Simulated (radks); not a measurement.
Results of a calculation; reference values are marked as such.
Task: Valence configurations of the europium ion Eu+ (all share [Xe]). Level of theory: Dirac Kohn-Sham, PBE, spin-unpolarised, spherical densities, finite nucleus; open shells are shared between the two j in proportion to 2j + 1; Fermi nuclear charge, rms radius 5.1115 fm (a radial shooting solver on a logarithmic mesh with Libxc functionals). Order these by energy: 4f6.5 6s1.5; 4f5.5 6s2 6p0.5; 4f6.5 6s1 6p0.5; 4f7 6p1; 4f6.5 5d0.5 6s1; 4f6 6s2; 4f7 6s1; 4f4.5 6s1 6p2.5; 4f8; 4f7 5d1.

Result: From the lowest, in eV above it: 4f7 6s1 0.000; 4f6.5 6s1.5 0.914; 4f6.5 5d0.5 6s1 1.385; 4f7 5d1 1.582; 4f8 1.952; 4f6.5 6s1 6p0.5 2.639; 4f7 6p1 3.193; 4f6 6s2 3.455; 4f5.5 6s2 6p0.5 9.844; 4f4.5 6s1 6p2.5 34.474. NIST lists [Xe] 4f7 6s1 as the ground configuration; this level of theory agrees among the configurations tried. The energies are those of spherical spin-averaged densities, not of single terms.
